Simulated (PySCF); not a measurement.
The scaffold ethyl-X carries different groups X. Isolated molecules, 0 K electronic values unless said otherwise. One relaxed conformer stands for each flexible species; it need not be the lowest. Strings in code marks are SMILES.

Quantity: vertical ionisation energy (energy after one electron is removed minus that of the parent at the parent's geometry), in eV.

Case: `BCC`. Geometry of `C(B)C` (neutral, multiplicity 1, Å):

```xyz
10

B      1.4567    -0.1613    -0.0516
C     -0.0438    -0.5492     0.0470
C     -1.0822     0.5750     0.0093
H      1.8096     0.9716    -0.1992
H      2.2934    -1.0120     0.0118
H     -0.2260    -1.2733    -0.7635
H     -0.1681    -1.1681     0.9482
H     -0.9975     1.1548    -0.9120
H     -0.9381     1.2683     0.8405
H     -2.1039     0.1942     0.0694
```

Question: Give the vertical ionisation energy (energy after one electron is removed minus that of the parent at the parent's geometry) at the level B3LYP-D3(BJ)/def2-TZVP (PySCF).

Answer: 11.16 eV.
